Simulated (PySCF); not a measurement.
Spinor energies of Hg⁶⁶⁺ (mercury, charge +66)

Start: [Ne] 3s2 3p2; 3p1/2 filled at m_j = -1/2, +1/2. Calculated with PySCF 2.14 in an even-tempered Gaussian basis (17 s from 23 bohr⁻², ratio 2.4; 14 p from 29 bohr⁻², ratio 2.4; 4 d from 98 bohr⁻², ratio 2.6; 4 f from 150 bohr⁻², ratio 2.6): generalised Hartree-Fock with the X2C-1e Hamiltonian and a Gaussian nucleus; one run each with spin-orbit coupling (SO) switched off, then screened by Boettger's factors.

```
spinor shell  electrons  ε, spin-free (eV)  ε, screened SO (eV)  weight of nominal j (screened SO)  rms radius, screened SO (bohr)
       1s1/2          2           -89288.2             -89235.8                              1.000                          0.0187
       2s1/2          2           -20403.0             -20380.8                              1.000                          0.0745
       2p1/2          2           -18381.0             -19820.2                              1.000                          0.0629
       2p3/2          4           -18381.0             -17801.3                              1.000                          0.0707
       3s1/2          2            -8214.3              -8205.6                              1.000                           0.179
       3p1/2          2            -7653.8              -8015.6                              1.000                           0.169
```

| quantity | spin-free | screened SO |
| --- | --- | --- |
| E (hartree) | -14346.38472 | -14399.01626 |
| M_J | 0 | 0 |
| ⟨J²⟩ | 2.000 | 0.000 |
| ⟨L²⟩ | 2.000 | 1.359 |
| ⟨S²⟩ | 2.000 | 1.359 |

Breit and QED terms are absent; they matter most for the inner s and p1/2 levels.

Densities and radii are taken from the X2C orbitals without a picture-change correction, which distorts them close to the nucleus.

Without spin-orbit coupling the j labels of p, d and f shells carry no meaning; the spin-free column gives the mean over the occupied spinors of each nl shell.
